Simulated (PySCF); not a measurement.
Si(F)(OH)2(SiH3) (FH5O2Si2), SMILES O[Si](O)(F)[SiH3].

The structure is a stationary point at B3LYP-D3(BJ)/def2-SVP. This is a generated structure with no PubChem entry under its InChIKey; it may be hypothetical. One conformer was computed; it need not be the lowest.

Two levels are set side by side: PBE/def2-TZVP (PySCF) and B3LYP/def2-TZVP (PySCF). Same geometry, gas phase. Differences are taken from unrounded values.

| quantity | PBE |
|---|---|
| orbital gap (eV) | 6.42 |
| highest occupied level (eV) | -7.23 |
| lowest empty level (eV) | -0.81 |
| dipole moment (D) | 1.35 |
| mean polarisability (bohr³) | 61.8 |

### Question
These are the PBE values. What does B3LYP give? (Estimate from the structure and the level; the computed values follow.)

### Answer

```tsv
quantity	B3LYP	PBE minus B3LYP
orbital gap (eV)	8.18	-1.76
highest occupied level (eV)	-8.34	1.11
lowest empty level (eV)	-0.16	-0.65
dipole moment (D)	1.34	0.01
mean polarisability (bohr³)	59.0	2.9
```

Without exact exchange PBE keeps part of each electron's self-repulsion, which lifts occupied levels and narrows the gap. PBE's more diffuse valence density responds more strongly to a field. Differences between two approximate levels are no errors against the true value.

Rough cost on one machine, each run with all the roots and properties that it gave: B3LYP against PBE within a factor of 2.
